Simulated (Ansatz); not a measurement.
Input file for C2H7ClGe (`[CH3][GeH]([CH3])[Cl]`):

```yaml
crystal:
  periodic: [false, false, false]
  atoms:
    - {symbol: C, position_ang: [-0.978708, 1.330943, -0.154887]}
    - {symbol: Ge, position_ang: [-0.433930, -0.532593, -0.095817]}
    - {symbol: C, position_ang: [1.410764, -0.776159, 0.461690]}
    - {symbol: Cl, position_ang: [-0.577263, -1.289602, -2.127890]}
    - {symbol: H, position_ang: [-0.308869, 1.891142, -0.808164]}
    - {symbol: H, position_ang: [-0.941298, 1.763991, 0.846832]}
    - {symbol: H, position_ang: [-1.995774, 1.413322, -0.537949]}
    - {symbol: H, position_ang: [-1.406169, -1.393093, 0.731733]}
    - {symbol: H, position_ang: [2.072641, -0.207080, -0.192023]}
    - {symbol: H, position_ang: [1.540774, -0.427634, 1.488339]}
    - {symbol: H, position_ang: [1.683334, -1.830137, 0.408937]}
basis:
  gaussian: {orbitals: def2-TZVPP}
correlation: {method: ccsd_t}
output: {orbitals: {seedname: orbitals}}
```

```sh
$ ansatz run in.yaml --threads 4 --pin off --events-out ev --progress --plain
```

The program prints (abridged):

```
Functional definition: HF
1466 factors; integrals over basis functions are off by at most 1.1e-3 eV
mean field evaluation 1: about -71148.8661 eV, gradient 3.4e1 eV
mean field evaluation 2: about -71148.9945 eV, gradient 3.4e1 eV
mean field evaluation 4: about -71151.9454 eV, gradient 3.7e0 eV
mean field evaluation 8: about -71151.9868 eV, gradient 2.0e-1 eV
mean field -71151.98700005 eV, -2614.7872937028 hartree, gradient 3.1e-6 eV, S^2 0.000000; 0 other end points of the search recorded, 0 dependent functions left out
16 core orbitals not correlated: weight in the atoms' cores, before any rotation towards them, 1.000 or more for the frozen orbitals, at most 0.000 for the correlated occupied ones
reference -71151.98700005 eV, -2614.7872937028 hartree; 18, 18 occupied and 216, 216 virtual orbitals, 1466 factors
second order -21.99118327 eV of doubles, -0.00000000 eV of singles
cycle   1  -22.60508319 eV  change   -6.1e-1 eV  update   9.3e-2
cycle   2  -23.18014970 eV  change   -5.8e-1 eV  update   2.6e-2
cycle   3  -23.25269274 eV  change   -7.3e-2 eV  update   1.1e-2
cycle   4  -23.24792013 eV  change    4.8e-3 eV  update   2.3e-3
cycle   5  -23.24777782 eV  change    1.4e-4 eV  update   7.6e-4
cycle   6  -23.24770190 eV  change    7.6e-5 eV  update   2.1e-4
cycle   7  -23.24769825 eV  change    3.7e-6 eV  update   7.0e-5
cycle   8  -23.24771232 eV  change   -1.4e-5 eV  update   2.3e-5
perturbative correction -0.89504234 eV, -0.0328921995 hartree
Total energy: -71176.12975472 eV, -2615.6745235723 hartree
```

Hardware: 4 threads of a server CPU on a shared host. Wall time 2.7 min, peak host memory 5.3 GiB.

Correlation energy per correlated electron: -0.671 eV. T1 diagnostic: 0.0092.
